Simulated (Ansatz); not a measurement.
Consider the formal exchange of groups at a Ge–C bond: `Cl[CH2][GeH3]` + `C=C` → `C=[CH][GeH3]` + `CCl`.

Computed with Ansatz on PBE0-D4/def2-TZVP structures; ΔE is electronic, products minus reactants. CBS: MP2 limit from def2 TZ/QZ plus the TZ coupled-cluster correction, frozen cores. This one scheme is used for every species. Functionals use def2-TZVPP. For Ge outer-core shells are correlated without core-valence functions, which leaves a few kJ/mol of doubt a bond. Scalar relativity is left out up to krypton.

```tsv
level	ΔE (kJ/mol)
r2SCAN0	-9.3
SCS-MP2/def2-TZVPP	-9.7
```

Problem. What does CCSD(T)/CBS give? (Estimate.)

Solution. Computed: -7.3 kJ/mol. The listed levels differ from it by -2.0, -2.4 kJ/mol.

Problem. What do rigid-rotor, harmonic-oscillator terms from PBE0-D4/def2-TZVP frequencies (298.15 K, 1 bar) make of the CCSD(T)/CBS value? (Estimate.)

Solution. Ansatz gave: ΔZPE = +1.3 kJ/mol, ΔH = -6.3 kJ/mol, ΔS = 3 J/(mol·K), ΔG = -7.3 kJ/mol.

Largest T1 diagnostic among the species: 0.012.

Leaving LDA and LC-ωPBE aside and taking each functional with its dispersion term where it has one, the values, not all of them listed here, spread over 2.2 kJ/mol, from PBE-QIDH to ωB97M-V.
